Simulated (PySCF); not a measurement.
## Dipole response of Ti (titanium, neutral)

[Ar] 3d2 4s1 4p1, one real determinant (an excited configuration). Calculation: PySCF 2.14, in aug-cc-pVTZ-DK (8s7p5d3f2g, 93 functions); scalar relativity by spin-free X2C-1e. Coupled (time-dependent) response in atomic units; α is the mean over directions.

| method | mean α (bohr³) | α xx, yy, zz | C₆ (like pair) | S(−4) |
| --- | --- | --- | --- | --- |
| UHF | 168.4 | 118.6, 196.6, 190.1 | 1765 | 81290 |

S(−4) is the Cauchy moment in α(ω) = α(0) + S(−4) ω² + …

α(iu) at UHF:

```json
{"u (hartree)": "0", "α(iu) (bohr³)": "168.4"}
{"u (hartree)": "0.0500", "α(iu) (bohr³)": "109.9"}
{"u (hartree)": "0.100", "α(iu) (bohr³)": "73.66"}
{"u (hartree)": "0.200", "α(iu) (bohr³)": "36.44"}
{"u (hartree)": "0.300", "α(iu) (bohr³)": "21.31"}
{"u (hartree)": "0.500", "α(iu) (bohr³)": "10.36"}
{"u (hartree)": "0.750", "α(iu) (bohr³)": "5.923"}
{"u (hartree)": "1.00", "α(iu) (bohr³)": "4.038"}
{"u (hartree)": "1.50", "α(iu) (bohr³)": "2.350"}
{"u (hartree)": "2.00", "α(iu) (bohr³)": "1.568"}
{"u (hartree)": "3.00", "α(iu) (bohr³)": "0.8477"}
{"u (hartree)": "5.00", "α(iu) (bohr³)": "0.3620"}
```

A single London oscillator, α(iu) = α/(1 + u²/ω²), gives C₆ = (3/4) ω α². Matching the computed C₆ needs ω = 4 × 1765 / (3 × 168.4²) = 0.0830 hartree.

The components differ because the open shell of this determinant is not spherical; for a pure term their mean is the scalar polarisability.

⟨L²⟩ = 14.05 against 20 for a pure G term, so this real determinant mixes terms.
